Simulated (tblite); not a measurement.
C5H5FP2.
Bonds: C1–C2, C2–P3 (aromatic), P3–C4 (aromatic), C4–P5 (aromatic), P5–C6 (aromatic), C6–C7 (aromatic), C7–F8, C2–C7 (aromatic). Hydrogens: H9, H10, H11 on C1; H12 on C4; H13 on C6.

The geometry is computed with GFN2-xTB (gas phase).

(1) What internal coordinates does the optimisation give?

## Answers

(1) 
```csv
bond,length (Å)
C1–C2,1.502
C2–P3,1.745
P3–C4,1.727
C4–P5,1.728
P5–C6,1.731
C6–C7,1.378
C7–F8,1.362
C2–C7,1.386
"C1–H9, C1–H10, C1–H11",1.090
C4–H12,1.087
C6–H13,1.083
```

Bonds in one row agree within 0.01 Å and their mean is given. A selection of angles:
```csv
angle,degrees
C1–C2–P3,117.1
C1–C2–C7,118.4
P3–C2–C7,124.5
C2–P3–C4,103.8
P3–C4–P5,132.3
C4–P5–C6,102.1
P5–C6–C7,127.5
C6–C7–F8,114.8
C2–C7–C6,129.8
C2–C7–F8,115.4
```

P3 (phosphorus bonded to 2 C) is bent (angle 103.8°). The 8 heavy atoms lie in one plane (0.001 Å rms). The 6-membered ring C2–P3–C4–P5–C6–C7 has internal angles of 102.1° to 132.3°; it is planar, 0.00 Å rms from its mean plane, widest ring torsion 0°. The C–C distances run from 1.378 Å (C6–C7, aromatic) to 1.502 Å (C1–C2, drawn single), a spread of 0.124 Å. Of the pairs four or more bonds apart, F8···H11 is among the closest relative to their van der Waals radii: 2.63 Å, 98 % of the sum of Bondi's values.

Its GFN2-xTB frequencies are all real (lowest 103 cm⁻¹).

Hardware: one thread of an Arm Neoverse V2, shared host with 96 logical CPUs at a one-minute load of 17. Cost: 0.24 s. This is the geometry optimisation.
